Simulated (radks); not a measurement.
Question: Calculated with a radial shooting solver on a logarithmic mesh with Libxc functionals: scalar-relativistic Kohn-Sham, PBE, spin-polarised, spherical densities, point nucleus; open shells are filled with parallel spins first (spin-orbit coupling, left out, can overturn this in heavy ions). Each species is in its NIST ground configuration. Rank Co+, Rh+, Ir+ by radius at which the density is 0.001 e/bohr^3 (bohr), largest first.

Answer: Ir+ 4.07, Rh+ 3.74, Co+ 3.44.
